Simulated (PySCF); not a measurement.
C₇H₅NO₂S, SMILES O=C1N(C)C(=O)c2c1csc2. Atoms are numbered in the order given.

```xyz
16

C     -3.1793     0.0077     0.0000
N     -1.7302     0.0024     0.0000
C     -0.9631    -0.0004     1.1834
O     -1.4213    -0.0089     2.3047
C      0.4478     0.0019     0.7120
C      1.7019     0.0011     1.2608
S      2.8948     0.0014     0.0000
C      1.7019     0.0011    -1.2608
C      0.4478     0.0019    -0.7120
C     -0.9631    -0.0004    -1.1834
O     -1.4213    -0.0089    -2.3047
H     -3.5288    -0.5065    -0.9045
H     -3.5288    -0.5065     0.9045
H     -3.5711     1.0375     0.0000
H      2.0002     0.0002     2.3077
H      2.0002     0.0002    -2.3077
```

The structure is a stationary point at TPSSh-D3(BJ)/def2-SVP. A frequency run showed that this geometry is not a minimum.

Method: SMD-ωB97X/def2-SVP run with PySCF.

Solvation free energies are E(SMD) − E(gas) at the gas-phase geometry, for 1 M in both phases. In vacuum the dipole moment is 2.00 D.

```tsv
solvent	ΔG(solv) (kcal/mol)	its non-electrostatic (CDS) part	dipole (D)
water	-5.9	5.7	2.82
N,N-dimethylformamide	-9.4	-2.7	2.42
acetone	-9.7	-2.9	2.43
```
